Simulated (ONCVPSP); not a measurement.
## Nb (Z = 41), ONCV: configuration errors across variants

ONCVPSP 4.0.1 input, shortened (lines: element, Z, core and valence counts, functional; n l f; lmax; l rc ep ncon nbas qcut; lloc lpopt rc5 dvloc0; l nproj debl; icmod fcfact rcfact), LDA (Perdew-Zunger), scalar-relativistic:

```
  Nb 41.00    6    4        3      upf
    1    0    2.00
    2    0    2.00
    2    1    6.00
    3    0    2.00
    3    1    6.00
    3    2   10.00
    4    0    2.00
    4    1    6.00
    4    2    4.00
    5    0    1.00
    2
    0    1.50    0.00    4    9    7.00
    1    1.35    0.00    4    7    7.20
    2    2.65    0.00    5   10    4.70
    4    1    1.00    0.00
    0    2    2.80
    1    1    1.50
    2    2    1.70
    3    2.00    1.25
```

All-electron excitation energies from the reference (eV): (1) 4s2 4p6 4d4 5s0 6.916; (2) 4s2 4p6 4d3 5s0 21.192; (3) 4s2 4p6 4d3 5s1 7.210.

3 further variants failed, have other tests or another functional or relativity, and are left out.

A true bound ghost makes a file unfit for plane-wave use even where its test errors are small: the radial tests pick states by their node count and pass the ghost by.

Errors AE − PS in meV (a dash: test not solved or not reliable):

```csv
change,(1),(2),(3),bound ghosts,GHOST(+) flags above zero
base,+1.0,+3.7,+11,none,"s, d"
p: qcut 11,+1.0,+3.6,+11,none,"s, d"
p: rc 1.4,+1.0,+3.7,+11,none,"s, d"
"core correction Teter function, fcfact 8, rcfact 1.25",+0.8,+3.7,+10,none,"s, d"
"local potential polynomial inside 0.85 bohr (lpopt 5, dvloc0 0 Ha)",+1.2,+4.2,+11,s,d
"core correction Teter function, fcfact 1.75, rcfact 1.7",+0.7,+3.5,+10,none,"s, d"
s: nproj 3,+1.0,+3.7,+11,none,"s, d"
```

Question: Give the same row for: local potential polynomial inside 1.00 bohr (lpopt 1, dvloc0 5 Ha).

Answer: +1.0, +3.6, +11; bound ghosts: none; GHOST(+) flags above zero: s, d.
